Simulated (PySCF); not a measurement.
BFH₂O.

```xyz
5

B     -0.4507    -0.0245     0.0000
H     -1.6438    -0.0351     0.0000
F      0.2058    -1.1781     0.0000
O      0.2856     1.1061     0.0000
H     -0.2394     1.9119     0.0000
```
Charge 0, spin multiplicity 1.

Coordinates come from a B3LYP-D3(BJ)/def2-TZVP optimisation. One conformer was computed; it need not be the lowest.

Method: HF/pcSseg-2 in PySCF. Non-relativistic, no solvent.

**Question.** Give the absolute GIAO shielding of each atom: isotropic value and principal components (ppm). (An estimate is asked for; the answer gives what the named calculation found.)

**Answer.** 
```
atom  σ(iso)    σ11    σ22    σ33   span
----  ------  -----  -----  -----  -----
B1      88.6   69.1   97.1   99.6   30.6
H2      27.7   24.8   27.1   31.2    6.4
F3     303.0  153.7  341.6  413.7  260.0
O4     207.9   64.5  278.0  281.3  216.8
H5      27.1   21.8   22.6   37.0   15.2
```
